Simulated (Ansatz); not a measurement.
Computed with Ansatz on PBE0-D4/def2-TZVP structures; ΔE is electronic, products minus reactants. CBS: MP2 limit from def2 TZ/QZ plus the TZ coupled-cluster correction, frozen cores. DFT in def2-TZVPP. For Ge outer-core shells are correlated without core-valence functions, which leaves a few kJ/mol of doubt a bond. Scalar relativity is left out up to krypton. Each species was taken in one conformer, which may not be the lowest.

Consider the ligand exchange at a B–O bond: `B[O][GeH3]` + `CB(N)N` → `BNB(C)N` + `[OH][GeH3]`.

| species | r2SCAN0-D4 energy (Eh) |
| --- | --- |
| `B[O][GeH3]` | -2180.06517 |
| `CB(N)N` | -176.72629 |
| `BNB(C)N` | -202.18970 |
| `[OH][GeH3]` | -2154.59668 |

(1) Work out ΔE.

(2) What do rigid-rotor, harmonic-oscillator terms from PBE0-D4/def2-TZVP frequencies (298.15 K, 1 bar) make of the CCSD(T)/CBS value? (Best estimate.)

Largest T1 diagnostic among the species: 0.013.

## Answers

(1) ΔE = (-202.18970) + (-2154.59668) − (-2180.06517) − (-176.72629) = 0.00508 Eh = +13.3 kJ/mol. CCSD(T)/CBS gives +13.0 kJ/mol.

(2) The calculation gave: ΔZPE = +2.1 kJ/mol, ΔH = +14.0 kJ/mol, ΔS = -14 J/(mol·K), ΔG = +18.1 kJ/mol.

At CCSD(T), def2-SVP lies +3.1 kJ/mol from the extrapolated value and def2-TZVPP +1.0 kJ/mol. Leaving LDA and LC-ωPBE aside and taking each functional with its dispersion term where it has one, the values, not all of them listed here, spread over 8.3 kJ/mol, from revPBE-D4 to BHLYP-D4.
